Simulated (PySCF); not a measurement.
H7P3Si.
SMILES: `P[SiH](P)P`

Computed, not measured: MP2 and CCSD/aug-cc-pVDZ in PySCF, restricted Hartree–Fock reference, 20 core orbitals frozen, non-relativistic, gas phase, PBE0-D3(BJ)/def2-SVP geometry.

E(HF) = -1315.24070 Eh.

Q: How large is the problem?

A: 171 basis functions and 66 electrons; 20 orbitals frozen, which leaves o = 13 correlated occupied and v = 138 virtual orbitals. That is o·v = 1794 singles and o·v(o·v + 1)/2 = 1610115 distinct closed-shell doubles amplitudes before symmetry; the costliest CCSD step grows as o²v⁴ = 6.1 × 10^10.

Q: What are the MP2 and CCSD correlation energies?

A: MP2 -0.5007 Eh and CCSD -0.5792 Eh, which gives totals of -1315.74143 and -1315.81986 Eh. That is 0.606 eV for each correlated electron at CCSD (1521 kJ/mol in all, 0.044 % of the total energy); MP2 gives 86.5 % of the CCSD value.

Q: What is the T1 diagnostic?

A: 0.0149, below the customary warning level of 0.02. It is the norm of the spatial-orbital singles amplitudes over the root of the number of correlated electrons, so the norm is 0.076.

Q: How does correlation change the dipole moment?

A: HF gives 0.49 D and CCSD (unrelaxed density) 0.45 D, a change of -0.04 D.

No triples correction and no basis-set extrapolation were made.

The job also held the EOM ionisation roots. The run took 5.2 min wall on one thread, Arm Neoverse V1 (aarch64), shared host with 32 logical CPUs at a one-minute load of 25, and the process peaked at 2.9 GiB of memory.

The values belong to the conformer `[PH2:1][SiH:2]([PH2:3])[PH2:4]`: H–P1–Si2–P3 52°, H–P1–Si2–P3 -42°, H–P3–Si2–P1 -167°, H–P3–Si2–P1 -73°, H–P4–Si2–P1 -42°, H–P4–Si2–P1 52°.
